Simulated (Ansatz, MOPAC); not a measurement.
System: C2H9N2Si, net charge 0, doublet state. SMILES: [CH2][Si](N)(C)N

Atoms: C1, Si2, C3, N4, N5, H6, H7, H8, H9, H10, H11, H12, H13, H14. Bonds: C1-Si2, C1-H6, C1-H7, Si2-C3, Si2-N4, Si2-N5, C3-H8, C3-H9, C3-H10, N4-H11, N4-H12, N5-H13, N5-H14.

Bond lengths (Å) and angles (degrees) optimised at AM1 with MOPAC; PM3 with MOPAC; PM6 with MOPAC; PM7 with MOPAC; HF/6-31G* with Ansatz (an electronic-structure program); B3LYP/6-31G* with Ansatz, each started from the B3LYP-D3(BJ)/def2-TZVP structure (Ansatz) of the last column. A row stands for all coordinates that are equal there; 13 of 31 kinds are shown. 6-31G* holds six Cartesian d functions.

```
coordinate    AM1    PM3             PM6             PM7  HF/6-31G*  B3LYP/6-31G*  B3LYP-D3(BJ)/def2-TZVP
----------  -----  -----  --------------  --------------  ---------  ------------  ----------------------
C1-Si2      1.775  1.813           1.825           1.816      1.866         1.860                   1.849
C1-H6       1.092  1.081  1.075 to 1.078  1.077 to 1.079      1.079         1.090                   1.086
Si2-C3      1.832  1.890           1.857           1.874      1.886         1.889                   1.874
Si2-N4      1.704  1.793           1.714           1.791      1.724         1.737                   1.721
Si2-N5      1.705  1.792           1.712           1.794      1.727         1.745                   1.729
C3-H8       1.114  1.094           1.100           1.104      1.089         1.098                   1.094
C3-H9       1.114  1.094  1.097 to 1.103  1.104 to 1.107      1.087         1.096                   1.092
N4-H11      0.983  0.998           1.007  1.012 to 1.014      0.998         1.014                   1.008
C1-Si2-C3   111.6  110.9           110.7           109.2      107.7         108.3                   108.5
C1-Si2-N4   108.9  111.2           105.6           107.3      105.5         105.4                   105.4
C1-Si2-N5   108.4  108.3           109.3           113.9      116.9         116.8                   116.0
C3-Si2-N4   107.5  109.7           110.7           115.4      116.9         117.8                   117.2
C3-Si2-N5   108.0  108.3           107.1           106.4      105.6         105.2                   105.2
```

A range marks coordinates that this level makes unequal.

Mean signed difference of all 13 bond lengths from B3LYP-D3(BJ)/def2-TZVP: AM1 -0.014 Å, PM3 0.006 Å, PM6 -0.005 Å, PM7 0.011 Å, HF/6-31G* -0.003 Å, B3LYP/6-31G* 0.008 Å.
